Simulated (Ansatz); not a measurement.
The cluster Be2Te⁺. Total charge 1; doublet. Geometry PBE-D4/def2-TZVP; atoms count from 1.

```xyz
3

Be    0.689    1.012    0.154
Be   -0.336   -0.574    1.039
Te   -0.354   -0.438   -1.194
```

In the def2 sets Te takes a core potential; there is no spin–orbit coupling. The structure comes from a short search, and lower isomers may exist.

**Question.** Estimate the Mulliken populations from the PBE0/def2-TZVP orbitals of Ansatz.

**Answer.** 
| atom | charge (e) | spin (α − β) |
| --- | --- | --- |
| Be1 | 0.31 | 0.41 |
| Be2 | 0.31 | 0.41 |
| Te3 | 0.39 | 0.17 |
Mulliken values depend strongly on the basis.

**Question.** Where does the spin sit?

**Answer.** Summed by element: Be 0.83, Te 0.17, of 1 unpaired in all. Largest on single atoms: Be1 0.41, Be2 0.41, Te3 0.17.

**Question.** And the Mayer bond orders between heavy atoms (over 0.3)?

**Answer.** Be1–Be2 0.84 (2.09 Å); Be1–Te3 1.34 (2.24 Å); Be2–Te3 1.34 (2.24 Å).
